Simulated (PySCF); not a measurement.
C4H4BrCl. Atoms are numbered in the order given.

```xyz
10

Cl    -1.4278     1.9677     0.0000
C      0.1250     1.2452     0.0000
C      0.5680    -0.0235     0.0000
Br    -0.2821    -1.6882     0.0000
C      2.0310     0.3663     0.0000
C      1.5124     1.8501     0.0000
H      2.5940     0.0742     0.9002
H      2.5940     0.0742    -0.9002
H      1.7698     2.4297    -0.9006
H      1.7698     2.4297     0.9006
```
Charge 0, spin multiplicity 1.

Geometry optimised at B3LYP-D3(BJ)/def2-SVP.

These are PBE/def2-TZVP (PySCF) values and carry that method's errors.

Atomic charges (e):

| atom | Löwdin | meta-Löwdin |
|---|---|---|
| Cl1 | 0.42 | -0.01 |
| C2 | -0.50 | -0.03 |
| C3 | -0.45 | -0.07 |
| Br4 | 0.36 | 0.00 |
| C5 | -0.20 | -0.20 |
| C6 | -0.20 | -0.20 |
| H7 | 0.14 | 0.12 |
| H8 | 0.14 | 0.12 |
| H9 | 0.14 | 0.12 |
| H10 | 0.14 | 0.12 |

Computed Mayer and Wiberg (Löwdin basis) orders of the bonds:
| bond | Mayer | Wiberg |
|---|---|---|
| Cl1–C2 | 1.19 | 1.80 |
| C2–C3 | 1.60 | 1.83 |
| C3–Br4 | 1.15 | 1.70 |
| C3–C5 | 1.05 | 1.17 |
| C2–C6 | 1.05 | 1.17 |
| C5–C6 | 1.08 | 1.11 |
| C5–H7 | 0.91 | 0.86 |
| C5–H8 | 0.91 | 0.86 |
| C6–H9 | 0.91 | 0.86 |
| C6–H10 | 0.91 | 0.86 |
